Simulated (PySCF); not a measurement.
singlet silylene (H2Si), singlet, at a GFN2-xTB geometry. Base run: MP2/def2-SVP (PySCF).

PySCF was given this input:
```python
from pyscf import gto, scf, mp

mol = gto.Mole()
mol.atom = '''
    Si   -0.006668   -0.002780    0.122759
    H     0.047787    1.131724   -0.834069
    H     0.045568   -1.092808   -0.884561
'''
mol.basis = 'def2-svp'
mol.charge = 0
mol.spin = 0
mol.verbose = 4
mol.build()

mf = scf.RHF(mol)
mf.kernel()

pt = mp.MP2(mf, frozen=5)
pt.kernel()
print('E(MP2) = %.10f' % pt.e_tot)
```

The base run was repeated with changes; each row names its change, and settings that it needs were set with it.

```json
[
 {"change": "base", "basis functions": "28", "E (Eh)": "-290.01102", "MP2 correlation (Eh)": "-0.08661", "SCF-reference HOMO (eV)": "-8.97", "SCF-reference HOMO-LUMO gap (eV)": "9.33", "SCF-reference dipole (D)": "0.64"},
 {"change": "basis = STO-3G", "basis functions": "11", "E (Eh)": "-286.69712", "MP2 correlation (Eh)": "-0.03225", "SCF-reference HOMO (eV)": "-6.07", "SCF-reference HOMO-LUMO gap (eV)": "12.11", "SCF-reference dipole (D)": "0.09"},
 {"change": "basis = pcseg-0", "basis functions": "17", "E (Eh)": "-289.66885", "MP2 correlation (Eh)": "-0.04459", "SCF-reference HOMO (eV)": "-8.99", "SCF-reference HOMO-LUMO gap (eV)": "9.14", "SCF-reference dipole (D)": "0.87"},
 {"change": "basis = 6-31G*", "basis functions": "22", "E (Eh)": "-290.06456", "MP2 correlation (Eh)": "-0.06639", "SCF-reference HOMO (eV)": "-8.93", "SCF-reference HOMO-LUMO gap (eV)": "9.19", "SCF-reference dipole (D)": "0.75"},
 {"change": "basis = pcseg-1", "basis functions": "28", "E (Eh)": "-290.07257", "MP2 correlation (Eh)": "-0.07951", "SCF-reference HOMO (eV)": "-8.97", "SCF-reference HOMO-LUMO gap (eV)": "9.04", "SCF-reference dipole (D)": "0.64"},
 {"change": "basis = pc-1", "basis functions": "28", "E (Eh)": "-290.08759", "MP2 correlation (Eh)": "-0.08183", "SCF-reference HOMO (eV)": "-8.98", "SCF-reference HOMO-LUMO gap (eV)": "9.18", "SCF-reference dipole (D)": "0.43"},
 {"change": "basis = def2-SVPD", "basis functions": "40", "E (Eh)": "-290.01777", "MP2 correlation (Eh)": "-0.09187", "SCF-reference HOMO (eV)": "-8.96", "SCF-reference HOMO-LUMO gap (eV)": "9.33", "SCF-reference dipole (D)": "0.58"},
 {"change": "basis = 6-311++G**", "basis functions": "44", "E (Eh)": "-290.11074", "MP2 correlation (Eh)": "-0.08778", "SCF-reference HOMO (eV)": "-8.99", "SCF-reference HOMO-LUMO gap (eV)": "8.93", "SCF-reference dipole (D)": "0.62"},
 {"change": "basis = aug-cc-pVDZ", "basis functions": "45", "E (Eh)": "-290.11027", "MP2 correlation (Eh)": "-0.09215", "SCF-reference HOMO (eV)": "-8.99", "SCF-reference HOMO-LUMO gap (eV)": "8.91", "SCF-reference dipole (D)": "0.58"},
 {"change": "basis = def2-TZVP", "basis functions": "49", "E (Eh)": "-290.12723", "MP2 correlation (Eh)": "-0.10182", "SCF-reference HOMO (eV)": "-9.00", "SCF-reference HOMO-LUMO gap (eV)": "9.17", "SCF-reference dipole (D)": "0.48"},
 {"change": "basis = def2-TZVPD", "basis functions": "61", "E (Eh)": "-290.12845", "MP2 correlation (Eh)": "-0.10280", "SCF-reference HOMO (eV)": "-9.01", "SCF-reference HOMO-LUMO gap (eV)": "9.17", "SCF-reference dipole (D)": "0.54"},
 {"change": "basis = pc-2", "basis functions": "62", "E (Eh)": "-290.12811", "MP2 correlation (Eh)": "-0.10381", "SCF-reference HOMO (eV)": "-8.98", "SCF-reference HOMO-LUMO gap (eV)": "9.06", "SCF-reference dipole (D)": "0.53"},
 {"change": "basis = cc-pVQZ", "basis functions": "119", "E (Eh)": "-290.14964", "MP2 correlation (Eh)": "-0.11630", "SCF-reference HOMO (eV)": "-9.01", "SCF-reference HOMO-LUMO gap (eV)": "9.09", "SCF-reference dipole (D)": "0.53"}
]
```

Totals compare only among sets that treat the same electrons; sets with core potentials leave the core out.
